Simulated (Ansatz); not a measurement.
`C[S][Ge][S]C` and `C[S][GeH]` differ in one atom or group.

Ansatz, PBE0-D4/def2-TZVP geometries, multiplicity 1. Each molecule was computed in one conformer, which needn't be the lowest.

Outer-core shells of Ge are correlated without core-valence functions. Scalar relativity is left out up to krypton. Spin–orbit coupling is left out.

```
                                                                                  property  `C[S][Ge][S]C`
                                                     HOMO energy (ωB97M-V/def2-TZVPP) / eV           -8.93
                                                        HOMO energy (PBE0/def2-TZVPP) / eV           -6.87
                                                   HOMO–LUMO gap (ωB97M-V/def2-TZVPP) / eV            8.85
                                                         LUMO energy (PBE/def2-TZVPP) / eV           -2.60
                                      vertical ionisation energy (CCSD(T)/def2-TZVPP) / eV            8.83
ideal-gas entropy at 298 K and 1 bar (rigid rotor, harmonic PBE0-D4/def2-TZVP) / J/(mol·K)             391
```

(1) Give the same properties after the change, and the shifts. (An estimate is asked.)

Answers

(1) Ansatz gave: 
```json
{"property": "HOMO energy (ωB97M-V/def2-TZVPP) / eV", "`C[S][GeH]`": "-8.85", "shift": "0.08"}
{"property": "HOMO energy (PBE0/def2-TZVPP) / eV", "`C[S][GeH]`": "-6.77", "shift": "0.10"}
{"property": "HOMO–LUMO gap (ωB97M-V/def2-TZVPP) / eV", "`C[S][GeH]`": "8.45", "shift": "-0.40"}
{"property": "LUMO energy (PBE/def2-TZVPP) / eV", "`C[S][GeH]`": "-3.06", "shift": "-0.46"}
{"property": "vertical ionisation energy (CCSD(T)/def2-TZVPP) / eV", "`C[S][GeH]`": "8.91", "shift": "0.08"}
{"property": "ideal-gas entropy at 298 K and 1 bar (rigid rotor, harmonic PBE0-D4/def2-TZVP) / J/(mol·K)", "`C[S][GeH]`": "310", "shift": "-81"}
```

With PBE0 the HOMO rises by 0.10 eV and the LUMO falls by 0.39 eV, so the gap narrows by about 0.49 eV. PBE moves the HOMO by 0.04 eV and ωB97M-V by 0.08 eV. The zero-point energy changes by -85.8 kJ/mol with -12 modes.
